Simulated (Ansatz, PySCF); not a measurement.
Molecule: 2,2-difluoropropanal, C3H4F2O (charge 0, singlet). SMILES: CC(F)(F)C=O
Geometry from a B3LYP-D3(BJ)/def2-TZVP (Ansatz, an electronic-structure program) optimisation:
```xyz
10

C     -1.2585    -0.8599     0.3058
C     -0.2744     0.1860    -0.1194
F     -0.3554     0.4131    -1.4735
F     -0.5464     1.3899     0.4875
C      1.2045    -0.1098     0.1720
O      1.5864    -1.1097     0.7073
H     -1.1905    -1.0141     1.3811
H     -2.2623    -0.5292     0.0433
H     -1.0369    -1.7998    -0.1963
H      1.8854     0.6958    -0.1630
```

Property: vertical ionisation energy (to the doublet state of charge +1; each state is the SCF solution reached for its spin), in eV. Correlated levels leave the core frozen unless marked. Open shells are spin-unrestricted. Spin-orbit coupling is left out. Non-relativistic. 

| level | program | vertical ionisation energy (eV) |
|---|---|---|
| HF/aug-cc-pVDZ | Ansatz | 9.80 |
| HF/aug-cc-pVTZ | Ansatz | 9.77 |
| SVWN5/def2-TZVPD | Ansatz | 10.47 |
| PBE/def2-TZVPD | Ansatz | 10.26 |
| B3LYP/def2-TZVPD | Ansatz | 10.72 |
| PBE0/def2-TZVPD | Ansatz | 10.65 |
| BHLYP/def2-TZVPD | Ansatz | 10.82 |
| CAM-B3LYP/def2-TZVPD | Ansatz | 10.89 |
| wB97M-V/def2-TZVPD | Ansatz | 10.83 |
| wB97X-V/def2-TZVPD | Ansatz | 10.83 |
| B2PLYP/def2-TZVPD | Ansatz | 10.86 |
| MP2/aug-cc-pVDZ | Ansatz | 11.34 |
| CCSD/aug-cc-pVDZ | Ansatz | 10.79 |
| CCSD(T)/aug-cc-pVDZ | Ansatz | 10.77 |

For comparison, minus the highest occupied orbital energy (PySCF): 9.76 eV at CAM-B3LYP/def2-TZVPD, 9.88 eV at M06-2X/def2-TZVPD, 7.35 eV at TPSSh/def2-TZVPD.
